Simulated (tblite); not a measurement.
Problem. Give a GFN2-xTB geometry of `O=C[C@@H]1OC[C@H](F)[Si@@H]1F`.

Solution. 
Z-matrix in Å and degrees, rows numbered from 1:
```
O 
C   1  1.2008
C   2  1.4875  1  124.43
O   3  1.4178  2  111.00  1  -164.92
C   4  1.4079  3  111.50  2  -162.58
C   5  1.5356  4  111.23  3    48.68
F   6  1.3832  5  110.28  4    91.56
Si  6  1.9283  5  103.62  4   -27.26
F   8  1.6004  3  111.17  2    29.45
H   2  1.1033  1  122.55  3   178.07
H   3  1.0997  2  109.68  1   -42.37
H   5  1.0907  4  106.31  3   169.70
H   5  1.1003  4  110.08  3   -71.72
H   6  1.0929  5  110.78  4  -152.32
H   8  1.4450  3  117.71  2   -96.06
```

The 3 C–O bonds span 1.201 Å (O1=C2, drawn double) to 1.418 Å (C3–O4, drawn single), a spread of 0.217 Å. The 5-membered ring C3–O4–C5–C6–Si8 has internal angles of 90.1° to 111.5°; it is puckered, 0.17 Å rms from its mean plane, widest ring torsion 49°. The C–C distances run from 1.487 Å (C2–C3, drawn single) to 1.536 Å (C5–C6, drawn single), a spread of 0.049 Å. Si8 (fluorine-bound silicon) has angles from 90.1° to 118.8°.

Structure optimised with GFN2-xTB, isolated species.

Point group: C1 (no symmetry element, even within 0.4 Å). Its GFN2-xTB frequencies are all real (lowest 40 cm⁻¹). The numbers are those of one conformer (O1–C2–C3–O4 -165°, C2–C3–O4–C5 -163°, C3–O4–C5–C6 49°, O4–C5–C6–F7 92°, C5–C6–Si8–F9 115°).

Hardware: Arm Neoverse N1, one thread, shared host. Cost: 0.99 s. These figures are those of the optimisation.

The numbers are calculated, not measured.
